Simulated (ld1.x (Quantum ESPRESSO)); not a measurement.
## What one change does to a pseudopotential (arsenic, TM)

- Element: As (Z = 33)
- Generator: ld1.x (Quantum ESPRESSO) 7.5
- Type: norm-conserving Troullier–Martins (Kleinman–Bylander form)
- Functional: PBE
- Relativity: scalar-relativistic
- Frozen core: [Ar]
- Valence charge: 15
- Reference configuration: 3d10 4s2 4p3
- Partial waves: 4s (bound): rc 1.45 bohr; 4p (bound): rc 2.20 bohr; 3d (bound): rc 1.10 bohr
- Local potential: the d channel
- Core correction: Bessel-smoothed model core inside 0.90 bohr

Change: wave 3d (bound): rc 1.10 bohr becomes 3d (bound): rc 0.94 bohr.

Cutoffs: the cutoffs (Ry, on a coarse ladder) from which the occupation-weighted sum of valence levels, in a spherical-Bessel basis at the reference potential, stays within 10 and 1 mRy of its value at 400 Ry; they do not see the model core or the augmentation charge, which bear on the density cutoff. Errors are all-electron minus pseudo energies relative to the spin-unpolarised reference configuration.

Task: What does the change do?

Result: Both files keep a bound ghost (p, s); of the 7 tests that both files solve, the error grows in 2 and shrinks in 2 by more than 15 % and 0.3 meV (median size 0.3 → 1.3 meV).

```tsv
quantity	base	changed
cutoff, loose	230 Ry	300 Ry
cutoff, tight	over 300 Ry	over 300 Ry
loose cutoff by channel (10 mRy a level)	s 21 Ry, p 6 Ry, d 200 Ry	s 21 Ry, p 6 Ry, d 260 Ry
bound ghosts	s, p	s, p
error for 3d10 4s2 4p2, meV [ΔE 9.15 eV]	-0.3	+0.2
error for 3d10 4s2 4p1, meV [ΔE 27.07 eV]	0.0	+2.1
error for 3d10 4s2 4p0, meV [ΔE 54.77 eV]	-5.2	-1.3
error for 3d10 4s2 4p3.3, meV [ΔE -1.23 eV]	+0.2	+0.3
error for 3d10 4s1 4p4, meV [ΔE 9.42 eV]	0.0	+0.3
error for 3d10 4s1 4p0, meV [ΔE 105.42 eV]	-25	-19
error for 3d10 4s0 4p5, meV [ΔE 19.06 eV]	+1.4	+2.6
s: phases at 2.39 bohr within 0.05 rad from the reference energy up to (Ry; the scan ends near 5)	2.1	1.7
p: phases at 2.39 bohr within 0.05 rad from the reference energy up to (Ry; the scan ends near 5)	3.6	3.3
d: phases at 2.39 bohr within 0.05 rad from the reference energy up to (Ry; the scan ends near 5)	0.6	1.0
```

 A true bound ghost makes a file unfit for plane-wave use even where its test errors are small: the radial tests pick states by their node count and pass the ghost by.
